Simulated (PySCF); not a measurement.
**Broadened absorption spectrum of Ge(CN)Me3**

Ge(CN)Me3, C₄H₉GeN.
Bonds: Ge1–C2, Ge1–C4, Ge1–C8, Ge1–C12, C2–N3. Hydrogens: H5, H6, H7 on C4; H9, H10, H11 on C8; H13, H14, H15 on C12.

Computed with TDDFT PBE0/def2-SVPD, vertical, gas phase, core orbitals frozen in the response (PySCF). Isolated species at its PBE0-D3(BJ)/def2-SVP geometry, gas phase. The PBE0/def2-SVPD calculation is non-relativistic and has no spin–orbit coupling, an omission that weighs most on germanium.

Broadening: Gaussians 0.5 eV wide at half height, area fixed by f = 4.319×10⁻⁹ ∫ε dν̃. The width is an assumption, not a result. The curve ends short of the highest state used, and states not computed would add to its high-energy end.

```tsv
λ (nm)	ε (L mol⁻¹ cm⁻¹)
148.2	11369
149.0	12588
149.8	13545
150.6	14202
151.5	14572
152.3	14593
153.1	14360
153.9	13912
154.7	13291
155.5	12532
156.3	11666
157.1	10724
157.9	9737
158.7	8735
159.5	7753
160.3	6819
161.1	5960
161.9	5193
162.7	4523
163.5	3949
164.3	3461
165.1	3043
165.9	2680
166.7	2357
167.5	2063
168.3	1790
169.1	1536
169.9	1299
170.7	1081
171.5	884
172.3	709
173.1	558
173.9	431
174.7	326
175.5	242
176.3	176
177.1	126
177.9	88
178.7	61
179.5	41
180.3	27
181.1	18
181.9	12
182.7	7
183.5	5
184.3	3
185.1	2
185.9	1
186.7	1
187.5	0
188.3	0
189.1	0
189.9	0
190.8	0
191.6	0
192.4	0
```

Task: Locate the maxima and give the states behind the curve.

Result: 152 nm (8.16 eV), ε about 15000, made up of S4 (12%), S5 (12%) and S8 (61%) (ε in L mol⁻¹ cm⁻¹; maxima over ε = 5, shares over 10%). The states used: S1 7.20 eV (f 0.0000); S2 7.49 eV (f 0.017); S3 7.49 eV (f 0.017); S4 7.91 eV (f 0.066); S5 7.91 eV (f 0.066); S6 8.16 eV (f 0.0003); S7 8.16 eV (f 0.0002); S8 8.21 eV (f 0.171); S9 8.22 eV (f 0.0000); S10 8.39 eV (f 0.034); S11 8.39 eV (f 0.034); S12 8.86 eV (f 0.0002); S13 8.96 eV (f 0.0037); S14 8.96 eV (f 0.0036).

Task: What would ε be at 8.16 eV, the highest of these maxima, with half the width (0.25 eV)?

Result: About 18300 L mol⁻¹ cm⁻¹ against 14600, a factor of about 1.3; a lone state at its own centre would give exactly 2.

Task: Coming from long wavelengths, where does ε first pass 100 L mol⁻¹ cm⁻¹?

Result: At about 178 nm (6.98 eV), 0.22 eV below S1.

Hardware: one thread, Arm Neoverse V1 (aarch64) (shared host). Cost: 62 s (with the writing of density and orbital grids), 0.91 GiB resident at most.
